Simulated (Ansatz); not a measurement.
`NCBF` and `NCBO` differ in one atom or group.

Ansatz, PBE0-D4/def2-TZVP geometries, multiplicity 1. Each molecule was computed in one conformer, which needn't be the lowest.

```
                               property  `NCBF`
    HOMO–LUMO gap (PBE/def2-TZVPP) / eV    4.00
  HOMO energy (ωB97M-V/def2-TZVPP) / eV   -9.38
  LUMO energy (ωB97M-V/def2-TZVPP) / eV    1.51
    HOMO energy (B3LYP/def2-TZVPP) / eV   -6.73
   HOMO–LUMO gap (PBE0/def2-TZVPP) / eV    6.53
HOMO–LUMO gap (ωB97M-V/def2-TZVPP) / eV   10.89
```

(1) Give the same properties after the change, and the shifts. (Best estimate.)

## Answers

(1) Computed: 
```
                               property  `NCBO`  shift
    HOMO–LUMO gap (PBE/def2-TZVPP) / eV    5.18   1.18
  HOMO energy (ωB97M-V/def2-TZVPP) / eV   -9.78  -0.40
  LUMO energy (ωB97M-V/def2-TZVPP) / eV    1.88   0.37
    HOMO energy (B3LYP/def2-TZVPP) / eV   -7.17  -0.44
   HOMO–LUMO gap (PBE0/def2-TZVPP) / eV    7.62   1.09
HOMO–LUMO gap (ωB97M-V/def2-TZVPP) / eV   11.66   0.77
```

With PBE0 the HOMO falls by 0.42 eV and the LUMO rises by 0.67 eV, so the gap widens by about 1.09 eV. PBE moves the HOMO by -0.46 eV and ωB97M-V by -0.40 eV.

B3LYP here is the variant with VWN-RPA as its local correlation; programs differ in this.
